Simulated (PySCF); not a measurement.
Job for PySCF: R-M06-2X/def2-TZVPP on F4MoO (SMILES [O]=[Mo]([F])([F])([F])[F]). Elements past Kr take the def2 small-core potentials; no spin–orbit coupling.

```python
from pyscf import gto, dft

mol = gto.M(
    atom='''
    Mo    0.05065447   -0.00048623   -0.00001151
    F    -0.43750800    0.00922675    1.77995877
    F    -0.43733743   -0.00214816   -1.78006635
    O     1.70250364   -0.01346086    0.00002168
    F    -0.42491825    1.78284911   -0.00561484
    F    -0.45329444   -1.77598061    0.00571225
    ''',
    basis='def2-tzvpp',
    ecp={'Mo': 'def2-tzvpp'},
    charge=0, spin=0, verbose=4, max_memory=1800)
mf = dft.RKS(mol, xc='m062x').density_fit(auxbasis='def2-universal-jkfit')
mf.grids.level = 4
mf.conv_tol = 1e-9
mf.max_cycle = 150
mf.kernel()
mf.dip_moment()
```

Q: Predict the final total energy.

A: -542.9318 hartree.
